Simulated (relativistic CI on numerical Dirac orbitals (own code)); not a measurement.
Co⁴⁺: 2p photoemission

Computed with this model: Dirac-Coulomb-Breit CI, KLI orbitals optimised for each configuration, a model potential for QED, valence Slater integrals scaled by 0.8, multiplet model of photoemission in the sudden approximation; configurations [Ar] 3d5 → [He] 2s2 2p5 3s2 3p6 3d5; 300 K; Lorentzian 0.5 eV and Gaussian 0.6 eV FWHM. Energies are those of the free ion, without screening or charge transfer. The energies are binding energies and can lie tens of eV above those of solids. S is read from ⟨S²⟩ = S(S + 1).

Field parameters in Wybourne normalisation: Oh B⁴₀ = 21Dq, B⁴₄ = √(5/14) B⁴₀. The field is a parameter set, without covalency.

free ion: ground-state S = 2.50, centroid 868.11 eV. Peaks (eV, height): 860.6 (100), 862.3 (77), 863.6 (51), 868.4 (15), 870.1 (10), 877.6 (51), 879.4 (57).

Oh, 10Dq = 22600 cm⁻¹: ground-state S = 2.50, centroid 868.11 eV. Peaks (eV, height): 860.6 (100), 862.2 (75), 864.7 (22), 869.3 (12), 877.6 (44), 879.3 (49).

Oh, 10Dq = 31400 cm⁻¹: ground-state S = 0.51, centroid 868.91 eV. Peaks (eV, height): 862.5 (100), 864.6 (26), 867.6 (7), 878.8 (57), 880.6 (9).

Oh, 10Dq = 40200 cm⁻¹: ground-state S = 0.50, centroid 868.93 eV. Peaks (eV, height): 862.7 (100), 864.8 (28), 866.8 (6), 878.9 (64).

Strongest unbroadened transitions for Oh, 10Dq = 31400 cm⁻¹:

| Energy (eV) | Relative strength |
| --- | --- |
| 862.37 | 100.0 |
| 862.57 | 47.8 |
| 862.67 | 22.1 |
| 862.72 | 13.1 |
| 862.78 | 6.2 |
| 863.00 | 30.1 |
| 863.08 | 13.4 |
| 864.06 | 7.1 |
| 864.40 | 10.2 |
| 864.62 | 16.0 |
| 864.85 | 11.6 |
| 865.96 | 8.1 |
| 878.70 | 65.8 |
| 878.95 | 32.3 |
| 879.50 | 9.7 |
| 879.69 | 4.9 |
| 880.58 | 4.9 |
| 880.88 | 6.2 |
